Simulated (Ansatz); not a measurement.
Consider the ligand exchange at a Ge–O bond: `C[O][GeH]([F])[C]#N` + H–F → `N#[C][GeH]([F])[F]` + CH₃OH.

Isolated molecules relaxed with PBE0-D4/def2-TZVP in Ansatz; ΔE leaves out vibrations. CCSD(T)/CBS is the MP2 limit (def2-TZVPP, def2-QZVPP) plus CCSD(T) − MP2 in def2-TZVPP, frozen cores. This one scheme is used for every species. DFT in def2-TZVPP. For Ge outer-core shells are correlated without core-valence functions, which leaves a few kJ/mol of doubt a bond. Scalar relativity is left out up to krypton. Each species was taken in one conformer, which may not be the lowest.

`C[O][GeH]([F])[C]#N`:

```xyz
10

C    -0.146   -0.949    1.498
O    -0.577    0.040    0.577
Ge    0.368    0.377   -0.849
F     0.303   -0.985   -1.908
C    -0.566    1.791   -1.734
N    -1.084    2.666   -2.270
H    -0.787   -0.874    2.376
H    -0.242   -1.954    1.076
H     0.892   -0.793    1.814
H     1.839    0.682   -0.580
```

H–F:

```xyz
2

F    -0.015    0.454   -0.072
H     0.015   -0.454    0.072
```

`N#[C][GeH]([F])[F]`:

```xyz
6

N     2.106   -0.405    1.293
C     1.138   -0.221    0.699
Ge   -0.488    0.003   -0.279
F    -0.057    0.672   -1.793
F    -1.386    1.208    0.539
H    -1.313   -1.258   -0.459
```

CH₃OH:

```xyz
6

C    -0.355    0.004    0.022
O     0.941   -0.546    0.070
H    -1.052   -0.801    0.260
H    -0.609    0.391   -0.972
H    -0.497    0.806    0.758
H     1.573    0.145   -0.138
```

```json
{"level": "revPBE-D4", "ΔE (eV)": "-0.20"}
{"level": "r2SCANh", "ΔE (eV)": "-0.25"}
```

Problem. What does CCSD(T)/CBS give? (Estimate.)

Solution. The calculation gave: -0.14 eV. The listed levels differ from it by -0.06, -0.11 eV.

Largest T1 diagnostic among the species: 0.013.

In def2-TZVPP, CCSD(T) changes the Hartree–Fock value by +0.15 eV (the triples alone add +0.02 eV) and MP2 by +0.18 eV. Leaving LDA and LC-ωPBE aside and taking each functional with its dispersion term where it has one, the values, not all of them listed here, spread over 0.09 eV, from B97M-V to PBE-QIDH. LDA lies +0.09 eV from PBE without D4. The D4 term adds +0.07 eV with B3LYP and +0.04 eV with PBE0; it sums over pairs of atoms, weighted by their polarisabilities, and B3LYP, whose exchange is more repulsive, gets the larger term.

B3LYP here is the variant with VWN-RPA as its local correlation; programs differ in this.
